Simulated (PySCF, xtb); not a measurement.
MoH₆, SMILES [MoH6], multiplicity 1.

GFN2-xTB run with xtb at its own geometry gives an orbital gap of 1.71 eV and a dipole moment of 0.00 D.

Geometry: PBE0-D3(BJ)/def2-TZVPD. The multiplicity is an assumed one; other spin states were not compared. The def2 effective core potentials stand for the cores of Mo; spin–orbit coupling is left out.

Q: What does B3LYP/def2-TZVPD run with PySCF give? (Estimate from the structure and the level; the computed values follow.)

A: gap 0.43 eV (levels -8.63 and -8.20 eV), dipole 0.00 D.
